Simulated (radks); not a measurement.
All-electron atom: Co XXII in [He] 2s2 2p2 (the NIST ground configuration). All-electron calculation, Dirac Kohn-Sham, PBE, spin-unpolarised, spherical densities, finite nucleus; open shells fill j = l - 1/2 first; Fermi nuclear charge, rms radius 3.7875 fm. Program: a radial shooting solver on a logarithmic mesh with Libxc functionals. Some entries of the table are withheld. Estimate them.

orbital,occ.,eigenvalue (eV),<r^2> (bohr^2)
1s1/2,2,-8779.805,(1)
2s1/2,2,-1869.822,0.06640
2p1/2,2,(2),(3)
2p3/2,0,(4),(5)

Answer. 
(1) 1s1/2 <r^2> (bohr^2): 0.004206
(2) 2p1/2 eigenvalue (eV): -1790.547
(3) 2p1/2 <r^2> (bohr^2): 0.05020
(4) 2p3/2 eigenvalue (eV): -1772.508
(5) 2p3/2 <r^2> (bohr^2): 0.05138
